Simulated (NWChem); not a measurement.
System: GeH$_{2}$, singlet; SMILES [GeH2]

```xyz
3

Ge     0.0000     0.0000     0.0660
H      1.1364     0.0000    -1.0565
H     -1.1364     0.0000    -1.0565
```
Atoms are numbered in this order, from 1.

Low-valent species are run as closed-shell singlets; no triplet was tried in these runs. All runs use the structure optimised with PBE0/def2-SVP.

Symmetry labels are those of C2v in the frame above (b1 and b2, or b-type labels, depend on it). States above −ε(HOMO) = 6.7 eV lie in this functional's continuum and hang on the basis.

Question: List the 4 lowest vertical singlet excitations from B3LYP/def2-SVPD, full TDDFT (NWChem).

Answer: 
| state | energy (eV) | oscillator strength | symmetry | leading excitation (squared amplitude) |
|---|---|---|---|---|
| S1 | 2.43 | 0.010 | b2 | HOMO → LUMO (1.01) |
| S2 | 4.01 | 0.000 | a2 | HOMO−1 → LUMO (1.00) |
| S3 | 6.12 | 0.195 | a1 | HOMO → LUMO+1 (0.99) |
| S4 | 6.95 | 0.167 | b1 | HOMO → LUMO+2 (0.90) |
